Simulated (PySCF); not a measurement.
BClHO (calculated)

All values are calculated (PySCF 2.14.0). Calculation on a computer-drawn molecule: vertical ionisation energy to the stated ion spin, frozen-core CCSD(T) at the basis limit and cheaper methods, single-reference cases, UHF for radicals, no spin-orbit; all values are single points at the evaluated structure, the first of each entry, which is the reference or a displaced copy of it and isn't optimised; the reference structure only sets the zero of the energies above reference; triples share is (T) over the correlation energy.

Common to all runs: charge 1; multiplicity 1; ion multiplicity 2; diffuse functions no; basis cc-pV(n+d)Z; reference is the Hartree-Fock double-zeta minimum; best is HF at quadruple zeta + MP2 correlation extrapolated from triple and quadruple zeta + CCSD(T) minus MP2 at triple zeta; basis step is the size of the change from the same recipe one zeta lower.

(1) BClHO

Evaluated structure:
```xyz
4
BClHO
O     -1.5687    -1.9016     0.4492
B     -2.4303    -1.0626     0.3801
Cl    -3.4027     0.1093     0.1682
H     -1.4894    -2.7654     0.9853
```

Reference structure:
```xyz
4
BClHO
O     -1.6282    -1.9668     0.4830
B     -2.4391    -1.0308     0.4014
Cl    -3.4454     0.2327     0.2135
H     -1.5232    -2.7352     1.0434
```

```
ionisation energy best                    : 20.39 eV
ionisation energy basis step              : 0.08741 eV
energy above reference best               : 7.53 kcal/mol
energy above reference basis step         : 0.565 kcal/mol
ionisation energy Koopmans at triple zeta : 20.78 eV
ionisation energy EOM CCSD at triple zeta : 20.28 eV
total energy HF triple zeta               : -559.4639 hartree
total energy CCSD(T) triple zeta          : -559.9980 hartree
total energy best                         : -560.0825 hartree
T1 diagnostic at triple zeta              : 0.0129
D1 diagnostic at triple zeta              : 0.03436
ion T1 diagnostic at triple zeta          : 0.03147
ion D1 diagnostic at triple zeta          : 0.1519
ion spin squared at triple zeta           : 0.7775
triples share at triple zeta              : 0.03987
basis functions triple zeta               : 113
```

Drawn bonds:
```csv
atom,other atom,order
1,2,1
2,3,1
1,4,1
```

Triple zeta:
```csv
method,ionisation energy (eV),energy above reference (kcal/mol)
HF,19.38,8.025
PBE,19.88,7.623
r2SCAN,20.02,7.096
B3LYP,20.1,7.291
wB97X,20.25,7.391
MP2,20.39,7.796
CCSD,20.2,8.015
CCSD(T),20.2,8.233
```

(2) BClHO

Evaluated structure:
```xyz
4
BClHO
O     -1.5687    -1.9016     0.4492
B     -2.4646    -1.0291     0.3774
Cl    -3.4370     0.1428     0.1655
H     -1.4894    -2.7654     0.9853
```

Reference structure:
```xyz
4
BClHO
O     -1.6282    -1.9668     0.4830
B     -2.4391    -1.0308     0.4014
Cl    -3.4454     0.2327     0.2135
H     -1.5232    -2.7352     1.0434
```

```
ionisation energy best                    : 20.41 eV
ionisation energy basis step              : 0.1069 eV
energy above reference best               : 5.098 kcal/mol
energy above reference basis step         : 0.05883 kcal/mol
ionisation energy Koopmans at triple zeta : 20.86 eV
ionisation energy EOM CCSD at triple zeta : 20.29 eV
total energy HF triple zeta               : -559.4662 hartree
total energy CCSD(T) triple zeta          : -560.0026 hartree
total energy best                         : -560.0864 hartree
T1 diagnostic at triple zeta              : 0.01368
D1 diagnostic at triple zeta              : 0.03605
ion T1 diagnostic at triple zeta          : 0.03315
ion D1 diagnostic at triple zeta          : 0.1524
ion spin squared at triple zeta           : 0.8142
triples share at triple zeta              : 0.04056
basis functions triple zeta               : 113
```

Drawn bonds:
```csv
atom,other atom,order
1,2,1
2,3,1
1,4,1
```

Triple zeta:
```csv
method,ionisation energy (eV),energy above reference (kcal/mol)
HF,19.48,6.576
PBE,19.83,4.487
r2SCAN,19.97,4.543
B3LYP,20.07,4.796
wB97X,20.26,4.954
MP2,20.47,4.886
CCSD,20.23,5.4
CCSD(T),20.21,5.327
```

(3) BClHO

Evaluated structure:
```xyz
4
BClHO
O     -1.6250    -2.0111     0.4757
B     -2.3937    -1.0672     0.4231
Cl    -3.4641     0.1937     0.2396
H     -1.5046    -2.7147     1.0241
```

Reference structure:
```xyz
4
BClHO
O     -1.6282    -1.9668     0.4830
B     -2.4391    -1.0308     0.4014
Cl    -3.4454     0.2327     0.2135
H     -1.5232    -2.7352     1.0434
```

```
ionisation energy best                    : 20.08 eV
ionisation energy basis step              : 0.08688 eV
energy above reference best               : 4.485 kcal/mol
energy above reference basis step         : 0.2777 kcal/mol
ionisation energy Koopmans at triple zeta : 20.42 eV
ionisation energy EOM CCSD at triple zeta : 20 eV
total energy HF triple zeta               : -559.4718 hartree
total energy CCSD(T) triple zeta          : -560.0036 hartree
total energy best                         : -560.0874 hartree
T1 diagnostic at triple zeta              : 0.01392
D1 diagnostic at triple zeta              : 0.03781
ion T1 diagnostic at triple zeta          : 0.0241
ion D1 diagnostic at triple zeta          : 0.105
ion spin squared at triple zeta           : 0.764
triples share at triple zeta              : 0.04003
basis functions triple zeta               : 113
```

Drawn bonds:
```csv
atom,other atom,order
1,2,1
2,3,1
1,4,1
```

Triple zeta:
```csv
method,ionisation energy (eV),energy above reference (kcal/mol)
HF,18.92,3.089
PBE,19.72,5.43
r2SCAN,19.84,4.912
B3LYP,19.9,4.803
wB97X,19.96,4.657
MP2,20.02,4.983
CCSD,19.85,4.485
CCSD(T),19.88,4.705
```

(4) BClHO

Evaluated structure:
```xyz
4
BClHO
O     -1.6718    -1.8006     0.6308
B     -2.3511    -1.0310     0.4471
Cl    -3.5473     0.2875     0.2502
H     -1.6237    -2.5616     1.0952
```

Reference structure:
```xyz
4
BClHO
O     -1.6282    -1.9668     0.4830
B     -2.4391    -1.0308     0.4014
Cl    -3.4454     0.2327     0.2135
H     -1.5232    -2.7352     1.0434
```

```
ionisation energy best                    : 19.24 eV
ionisation energy basis step              : 0.08305 eV
energy above reference best               : 65.51 kcal/mol
energy above reference basis step         : 2.424 kcal/mol
ionisation energy Koopmans at triple zeta : 19.53 eV
ionisation energy EOM CCSD at triple zeta : 19.13 eV
total energy HF triple zeta               : -559.3794 hartree
total energy CCSD(T) triple zeta          : -559.9029 hartree
total energy best                         : -559.9901 hartree
T1 diagnostic at triple zeta              : 0.01188
D1 diagnostic at triple zeta              : 0.03224
ion T1 diagnostic at triple zeta          : 0.01323
ion D1 diagnostic at triple zeta          : 0.0383
ion spin squared at triple zeta           : 0.7616
triples share at triple zeta              : 0.03762
basis functions triple zeta               : 113
```

Drawn bonds:
```csv
atom,other atom,order
1,2,1
2,3,1
1,4,1
```

Triple zeta:
```csv
method,ionisation energy (eV),energy above reference (kcal/mol)
HF,17.94,61.01
PBE,19.11,69.2
r2SCAN,19.15,67.58
B3LYP,19.16,65.99
wB97X,19.12,66.34
MP2,19.14,68.94
CCSD,18.98,66.67
CCSD(T),19.05,67.9
```
